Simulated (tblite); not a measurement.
Compound: C11H22BN2 (charge +1).
Structure used (GFN2-xTB), in Å, numbered top down from 1:
```
atom  x, y, z in Å
C1    -0.5910   -0.4456   -2.4297
B2    -1.0019   -0.7859   -0.9450
C3    -1.2967   -2.2716   -0.5121
C4    -0.9585    0.3367    0.1705
C5     0.2686    0.6886    0.7356
C6     1.4987    0.1383    0.3955
C7     2.6603    0.5442    1.0214
N8     3.8824    0.1020    0.7799
C9     5.0213    0.5734    1.5245
C10    4.1427   -0.9066   -0.2208
C11   -2.0652    1.0087    0.6834
N12   -3.3324    0.9118    0.3238
C13   -4.3619    1.6750    0.9845
C14   -3.8157    0.0562   -0.7266
H15   -0.4955    0.6177   -2.6354
H16   -1.2863   -0.8666   -3.1547
H17    0.3688   -0.9051   -2.6656
H18   -0.3484   -2.7462   -0.2563
H19   -1.7318   -2.8803   -1.3009
H20   -1.9212   -2.3597    0.3738
H21    0.2747    1.4466    1.5124
H22    1.5259   -0.6186   -0.3705
H23    2.5842    1.3005    1.7930
H24    5.4992   -0.2588    2.0461
H25    5.7527    1.0224    0.8493
H26    4.7195    1.3178    2.2576
H27    3.7299   -0.6054   -1.1844
H28    5.2160   -1.0396   -0.3283
H29    3.6996   -1.8619    0.0683
H30   -1.8869    1.7250    1.4792
H31   -5.1187    1.0022    1.3930
H32   -4.8513    2.3432    0.2724
H33   -3.9484    2.2705    1.7945
H34   -4.3830   -0.7787   -0.3081
H35   -4.4757    0.6236   -1.3855
H36   -2.9844   -0.3374   -1.3056
```

Calculated harmonic vibrations of the isolated species, GFN2-xTB (tblite), most abundant isotopes, no scaling. The method is semi-empirical: single wavenumbers can be off by several per cent or more. One conformer, not necessarily the lowest. The optimisation stopped once no atom felt more than 0.01 eV/Å.

Lowest wavenumbers of the output (negative numbers stand for imaginary wavenumbers):
```
mode    cm-1
  1     -33.4
  2      40.7
  3      48.4
  4      52.6
  5      65.0
  6      77.1
  7      84.4
  8     109.8
```

Task: Is this structure a minimum?

Result: Not by this Hessian. 1 mode is imaginary beyond 20i (33i cm⁻¹), so at this level the point lies at or near a first-order saddle. The curvature is small, so loose convergence or finite differences may be the whole cause.

Task: Which atoms move in the imaginary mode?

Result: 33i: C1 (sp3 carbon bound to boron) 26 %, H15 (methyl hydrogen) 24 %, H17 (methyl hydrogen) 14 %, C3 (sp3 carbon bound to boron) 13 %. These are shares of the mass-weighted motion.

Task: What is the remedy?

Result: Step along that mode in both directions, optimise again with tighter thresholds and repeat the frequencies. The zero-point energy of this point (194.8 kcal/mol) counts the 101 real modes alone, and thermal corrections from it aren't those of a minimum.
